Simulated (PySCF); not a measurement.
# Group charges in `[SiH3]O[SiH2]N([SiH3])[SiH2]C1CCC1`

C4H17NOSi4.
Numbering: `[SiH3:1][O:2][SiH2:3][N:4]([SiH3:5])[SiH2:6][CH:7]1[CH2:8][CH2:9][CH2:10]1` (hydrogens: H11, H12, H13 on Si1; H14, H15 on Si3; H16, H17, H18 on Si5; H19, H20 on Si6; H21 on C7; H22, H23 on C8; H24, H25 on C9; H26, H27 on C10)

Cartesian coordinates in Å at the PBE0-D3(BJ)/def2-SVP level; atoms count from 1:
```xyz
27
C4H17NOSi4 angstrom
Si     2.876   -0.093    1.557
O      1.950    0.895    0.592
Si     1.357    0.929   -0.959
N      0.860   -0.659   -1.473
Si     1.774   -1.487   -2.723
Si    -0.467   -1.513   -0.681
C     -1.486   -0.324    0.351
C     -2.760   -0.981    0.948
C     -3.594   -0.308   -0.158
C     -2.406    0.622   -0.466
H      2.106   -1.320    1.921
H      4.127   -0.496    0.847
H      3.223    0.662    2.793
H      2.427    1.368   -1.905
H      0.232    1.899   -0.949
H      3.243   -1.367   -2.470
H      1.385   -2.929   -2.692
H      1.489   -0.943   -4.086
H      0.065   -2.613    0.184
H     -1.335   -2.142   -1.728
H     -0.826    0.171    1.083
H     -2.795   -2.081    1.007
H     -2.989   -0.586    1.950
H     -3.806   -0.996   -0.990
H     -4.541    0.165    0.142
H     -2.161    0.791   -1.527
H     -2.505    1.607    0.016
```

Atomic charges (e) from the PBE0/pcSseg-1 density (PySCF):

```csv
atom,Mulliken,IAO,Hirshfeld,ESP-fitted
Si1,+0.7039,+0.8420,+0.3848,+0.5675
O2,-0.7725,-0.8721,-0.3093,-0.4895
Si3,+1.0201,+1.0662,+0.4182,+0.6741
N4,-1.1176,-1.0294,-0.3458,-0.4786
Si5,+0.6199,+0.7200,+0.3427,+0.4185
Si6,+0.8050,+0.8579,+0.3532,+0.2965
C7,-0.6262,-0.3977,-0.1151,+0.1320
C8,-0.1723,-0.2495,-0.0650,-0.3229
C9,-0.2233,-0.2570,-0.0692,+0.0374
C10,-0.1886,-0.2512,-0.0676,-0.2659
H11,-0.1096,-0.1411,-0.0780,-0.1210
H12,-0.1119,-0.1428,-0.0796,-0.1138
H13,-0.1087,-0.1276,-0.0752,-0.1055
H14,-0.1100,-0.1486,-0.0793,-0.1211
H15,-0.1243,-0.1430,-0.0728,-0.1381
H16,-0.0873,-0.1267,-0.0772,-0.0896
H17,-0.0940,-0.1191,-0.0733,-0.0809
H18,-0.0837,-0.1332,-0.0803,-0.1008
H19,-0.0749,-0.1407,-0.0865,-0.0956
H20,-0.0837,-0.1379,-0.0829,-0.0622
H21,+0.1742,+0.1406,+0.0350,+0.0292
H22,+0.1296,+0.1244,+0.0358,+0.0937
H23,+0.1246,+0.1371,+0.0406,+0.1064
H24,+0.1269,+0.1354,+0.0374,+0.0269
H25,+0.1268,+0.1325,+0.0376,+0.0308
H26,+0.1315,+0.1248,+0.0338,+0.0731
H27,+0.1261,+0.1365,+0.0389,+0.0994
```

**Question.** Cut each of the bonds Si1–O2, O2–Si3, Si3–N4, N4–Si6, Si5–N4 and C7–Si6 in turn and sum the charges on the side of the atom named first.

**Answer.** In e; the other side holds the opposite charge:

```csv
bond cut,piece,atoms,Mulliken,IAO,Hirshfeld,ESP-fitted
Si1–O2,SiH3,4,+0.374,+0.430,+0.152,+0.227
O2–Si3,SiOH3,5,-0.399,-0.442,-0.157,-0.262
Si3–N4,Si2OH5,8,+0.387,+0.333,+0.109,+0.153
N4–Si6,Si3NOH8,13,-0.376,-0.355,-0.125,-0.179
Si5–N4,SiH3,4,+0.355,+0.341,+0.112,+0.147
C7–Si6,C4H7,11,-0.271,-0.224,-0.058,+0.040
```

Extremes among these pieces. Mulliken: lowest SiOH3 at O2, highest Si2OH5 at Si3; IAO: lowest SiOH3 at O2, highest SiH3 at Si1; Hirshfeld: lowest SiOH3 at O2, highest SiH3 at Si1; ESP-fitted: lowest SiOH3 at O2, highest SiH3 at Si1.

**Question.** Do the schemes agree better on the pieces than on the single atoms at the cuts?

**Answer.** The spread between schemes averages 0.274 e for the pieces and 0.596 e for the atoms named first; it is smaller for the piece at 6 of the 6 cuts. On average they agree better on the pieces. The sign differs between schemes (beyond ±0.03 e) for C4H7 at C7.

Isolated species at its PBE0-D3(BJ)/def2-SVP geometry (one conformer only).
